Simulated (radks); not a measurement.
The numbers below are computed, except where a source is named.
Effect of the nuclear size on the mercury ion Hg3+, [Xe] 4f14 5d9. Code: a radial shooting solver on a logarithmic mesh with Libxc functionals. Model: Dirac Kohn-Sham, BLYP, spin-unpolarised, spherical densities, finite nucleus; open shells are shared between the two j in proportion to 2j + 1; Fermi nuclear charge, rms radius 5.4648 fm. The rms radius is varied about that value; shifts are against it.

rms radius (fm) = 4.891: total energy shift (eV) -21.4; density at nucleus (e/bohr^3) 2.433e+06; 1s1/2 shift (meV) -8540; 2s1/2 shift (meV) -1270; 5s1/2 shift (meV) -15.1; 5p1/2 shift (meV) -0.364; 5d5/2 shift (meV) 0.196; 6s1/2 (empty) shift (meV) -2.25; 6p1/2 (empty) shift (meV) -0.099
rms radius (fm) = 5.2626: total energy shift (eV) -7.69; density at nucleus (e/bohr^3) 2.361e+06; 1s1/2 shift (meV) -3080; 2s1/2 shift (meV) -459; 5s1/2 shift (meV) -5.45; 5p1/2 shift (meV) -0.131; 5d5/2 shift (meV) 0.071; 6s1/2 (empty) shift (meV) -0.811; 6p1/2 (empty) shift (meV) -0.036
rms radius (fm) = 5.4648: total energy shift (eV) 0; density at nucleus (e/bohr^3) 2.325e+06; 1s1/2 shift (meV) 0.000; 2s1/2 shift (meV) 0.000; 5s1/2 shift (meV) 0.000; 5p1/2 shift (meV) 0.000; 5d5/2 shift (meV) 0.000; 6s1/2 (empty) shift (meV) 0.000; 6p1/2 (empty) shift (meV) 0.000
rms radius (fm) = 5.6287: total energy shift (eV) 6.36; density at nucleus (e/bohr^3) 2.296e+06; 1s1/2 shift (meV) 2540; 2s1/2 shift (meV) 379; 5s1/2 shift (meV) 4.50; 5p1/2 shift (meV) 0.109; 5d5/2 shift (meV) -0.058; 6s1/2 (empty) shift (meV) 0.671; 6p1/2 (empty) shift (meV) 0.030
rms radius (fm) = 6.7873: total energy shift (eV) 54.4; density at nucleus (e/bohr^3) 2.125e+06; 1s1/2 shift (meV) 21700; 2s1/2 shift (meV) 3240; 5s1/2 shift (meV) 38.5; 5p1/2 shift (meV) 0.937; 5d5/2 shift (meV) -0.498; 6s1/2 (empty) shift (meV) 5.73; 6p1/2 (empty) shift (meV) 0.253

Slopes of the eigenvalues against <r^2> in GHz/fm^2, as finite differences over the two radii next to the reference (eigenvalue slopes, not the field-shift constants of lines): 1s1/2 341000, 2s1/2 50800, 5s1/2 603, 5p1/2 14.6, 5d5/2 -7.81, 6s1/2 (empty) 89.8, 6p1/2 (empty) 3.95.
